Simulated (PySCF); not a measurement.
# TcO₂⁺: from structure and modes to constants

All numbers come from PySCF, UPBE0, basis Tc def2-TZVP with ECP28, O def2-TZVP (scalar-relativistic core potentials, no spin–orbit coupling, density fitting).

The triplet minimum has C2v symmetry. Masses (u): Tc 98.90722, O 15.99492.

```xyz
3
charge 1 multiplicity 3, angstrom
Tc   -0.2055    0.0000    0.0000
O     0.6346    0.0000    1.4030
O     0.6346    0.0000   -1.4030
```

Harmonic wavenumbers (cm⁻¹): 310.2 (a1, ×1), 1030.2 (b2, ×1), 1112.0 (a1, ×1).

(1) What is the harmonic zero-point energy?

(2) Find the vibrational entropy and heat capacity at 298.15 K.

Answers

(1) Half the sum of all 3 wavenumbers, 2452/2 = 1226 cm⁻¹, which is 14.7 kJ/mol (1 cm⁻¹ = 0.0119627 kJ/mol).

(2) With u = 1.43878 ω/T, each mode gives S = R[u/(eᵘ−1) − ln(1−e⁻ᵘ)] and C = R u² eᵘ/(eᵘ−1)².
| ω (cm⁻¹) | u | S (J/(mol K)) | C (J/(mol K)) |
| --- | --- | --- | --- |
| 310.2 | 1.497 | 5.70 | 6.92 |
| 1030.2 | 4.971 | 0.35 | 1.44 |
| 1112.0 | 5.366 | 0.25 | 1.13 |
The sums over all modes are S = 6.3 and C = 9.5 J/(mol K); the softest mode gives 91 % of the entropy.

Other isomers or separated fragments may lie lower. With open d or f shells other occupations or spin states may lie lower.
